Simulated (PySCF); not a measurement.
# PdS₂⁻: from structure and modes to constants

Method: UPBE/[Pd def2-SVPD with ECP28, S def2-SVPD], scalar-relativistic core potentials, density fitting, no spin–orbit coupling, PySCF.

The doublet minimum has C2v symmetry. Masses (u): Pd 105.90348, S 31.97207.

```xyz
3
charge -1 multiplicity 2, angstrom
Pd    0.2658    0.0000    0.0000
S    -0.4410   -2.0375    0.0000
S    -0.4410    2.0375    0.0000
```

Harmonic wavenumbers (cm⁻¹): 67.1 (a1, ×1), 394.2 (a1, ×1), 443.0 (b2, ×1).

(1) Find the principal moments of inertia and the rotational constants. What kind of rotor is it?

(2) What is the harmonic zero-point energy?

(3) Find the vibrational entropy and heat capacity at 298.15 K.

(4) Give the standard entropy (298.15 K, 1 bar) by its translational, rotational, vibrational and spin parts, and Cp.

Results:

(1) About the centre of mass I = 19.919, 265.46, 285.38 u Å². With B = 16.8576/I this gives 0.8463, 0.0635, 0.05907 cm⁻¹. The molecule is an asymmetric top with κ = -0.99.

(2) Half the sum of all 3 wavenumbers, 904/2 = 452 cm⁻¹, which is 5.4 kJ/mol (1 cm⁻¹ = 0.0119627 kJ/mol).

(3) With u = 1.43878 ω/T, each mode gives S = R[u/(eᵘ−1) − ln(1−e⁻ᵘ)] and C = R u² eᵘ/(eᵘ−1)².
```csv
ω (cm⁻¹),u,S (J/(mol K)),C (J/(mol K))
67.1,0.324,17.73,8.24
394.2,1.902,4.12,6.20
443.0,2.138,3.42,5.76
```
The sums over all modes are S = 25.3 and C = 20.2 J/(mol K); the softest mode gives 70 % of the entropy.

(4) Sackur–Tetrode with M = 169.85 u gives 172.9; rotation with symmetry number 2 gives 101.9; vibration 25.3; spin R ln 2 = 5.8. The total is 305.8 J/(mol K), and Cp = 4 R + 20.2 = 53.5 J/(mol K).

This need not be the most stable arrangement of these atoms. Open d and f shells are described by one determinant, and the ground state may have another occupation or spin.
